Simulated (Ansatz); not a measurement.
C2Cl2N2Sn (`N#[C][Sn]([Cl])([Cl])[C]#N`). Total charge 0; spin multiplicity 1. Sn: def2 effective core potential. The geometry is a stationary point of PBE0-D4/def2-TZVP.

```xyz
7

N     1.044   -2.734    0.494
C     0.686   -1.696    0.151
Sn    0.044    0.185   -0.472
Cl   -1.515   -0.059   -2.116
Cl    1.831    1.376   -1.234
C    -0.810    1.186    1.142
N    -1.279    1.743    2.034
```

Problem. What is the dipole moment at r2SCAN/def2-TZVPP? (Estimate.)

Solution. The calculation gave: 2.26 D, with components (0.19, 0.82, -2.10) D in this frame, pointing from negative to positive charge.

Problem. And with PBE, B3LYP, ωB97M-V? (An estimate is asked.)

Solution. The calculation gave: PBE 2.27 D, B3LYP 2.37 D, ωB97M-V 2.37 D.

Problem. Give the Mulliken charges with r2SCAN, PBE, B3LYP in def2-TZVPP. (Estimate.)

Solution. The calculation gave: 
| atom | r2SCAN | PBE | B3LYP |
| --- | --- | --- | --- |
| N1 | -0.04 | 0.07 | 0.03 |
| C2 | -0.31 | -0.38 | -0.37 |
| Sn3 | 1.24 | 1.12 | 1.22 |
| Cl4 | -0.28 | -0.25 | -0.27 |
| Cl5 | -0.27 | -0.25 | -0.27 |
| C6 | -0.31 | -0.38 | -0.37 |
| N7 | -0.04 | 0.07 | 0.03 |

B3LYP here is the variant with VWN-RPA as its local correlation; programs differ in this.

Computed with Ansatz.
